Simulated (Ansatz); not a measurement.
`F[CH2][ZnH]` + `C[SiH2]N` → `C[SiH2][NH][ZnH]` + `CF` at 298.15 K and 1 bar (ligand exchange at a Zn–C bond).

Program: Ansatz. Geometries: PBE0-D4/def2-TZVP. ΔE: electronic, gas phase. CBS: MP2 limit from def2 TZ/QZ plus the TZ coupled-cluster correction, frozen cores. This one scheme is used for every species. For Zn outer-core shells are correlated without core-valence functions, which leaves a few kJ/mol of doubt a bond. Scalar relativity is left out up to krypton. Each species was taken in one conformer, which may not be the lowest.

| species | CCSD(T)/CBS energy (Eh) | H − E (kJ/mol) | S (J/(mol·K)) |
| --- | --- | --- | --- |
| `F[CH2][ZnH]` | -1917.98456 | 105.5 | 287.7 |
| `C[SiH2]N` | -386.08232 | 225.7 | 304.4 |
| `C[SiH2][NH][ZnH]` | -2164.46335 | 220.6 | 357.3 |
| `CF` | -139.63461 | 113.4 | 222.6 |

H − E and S are ideal-gas, rigid-rotor, harmonic terms from PBE0-D4/def2-TZVP, for one conformer and one mirror image of each species. 1 Eh = 2625.50 kJ/mol, R = 8.31446 J/(mol·K).

Problem. By hand: ΔE, ΔH, ΔS and ΔG.

Solution. ΔE = (-2164.46335) + (-139.63461) − (-1917.98456) − (-386.08232) = -0.03108 Eh = -81.6 kJ/mol. Δ(H − E) = 220.6 + 113.4 − 105.5 − 225.7 = 2.8, so ΔH = -78.8 kJ/mol. ΔS = 357.3 + 222.6 − 287.7 − 304.4 = -12.2 J/(mol·K). ΔG = -78.8 − 298.15 × (-12.2)/1000 = -75.2 kJ/mol.

Problem. By hand: the equilibrium constant, and the temperature at which ΔG would vanish if ΔH and ΔS stayed fixed.

Solution. log₁₀ K = −ΔG/(RT ln 10) = 13.2. ΔG = 0 at ΔH/ΔS = 6459 K, far beyond where these terms or the molecules hold.

The number of gas molecules stays the same, so ΔS is small and ΔH decides. A doubt of 5 kJ/mol in ΔE shifts log₁₀ K by 0.9 here. Other conformers and mirror images would add mixing entropy, several J/(mol·K) or more a flexible species. Modes under 60 cm⁻¹, often nearly free rotors, make the harmonic entropy too high. These are equilibria of isolated gas molecules and say nothing of rates. Largest T1 diagnostic: 0.014 (customary marks: 0.02 for closed shells, 0.045 for open ones).
